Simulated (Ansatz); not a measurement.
CH2OTe: structure from calculated spectroscopic constants

These gas-phase data were calculated for one isomer of CH2OTe at r2SCAN-D4/def2-TZVP (harmonic, unscaled wavenumbers; equilibrium rotational constants with average atomic masses):

- rotational constants: 66, 3.115, 2.975 GHz
- all wavenumbers above 1500 cm⁻¹: 3700, 3083
- dipole moment: 3.51 D (PBE0/def2-TZVPD)

Candidates:

(1) `O=C[TeH]`, a singlet
(2) `OC=[Te]`, a singlet

Problem. Which structure fits?

Solution. Candidate (2). The band at 3700 cm⁻¹ lies where the O–H stretch is expected; (1) has no mode between 3300 and 4000 cm⁻¹.

The same quantities for all candidates:

```tsv
	rotational constants (GHz)	wavenumbers above 1500 cm⁻¹	dipole (D)	E above the lowest, r2SCAN-D4/def2-TZVP (kcal/mol)
(1)	52.73, 3.065, 2.897	2906, 2139, 1777	2.17	0.0
(2)	66, 3.115, 2.975	3700, 3083	3.51	9.9
```

Each candidate is one conformer. Atoms past krypton carry core potentials. Programs: Ansatz 0.2.0.
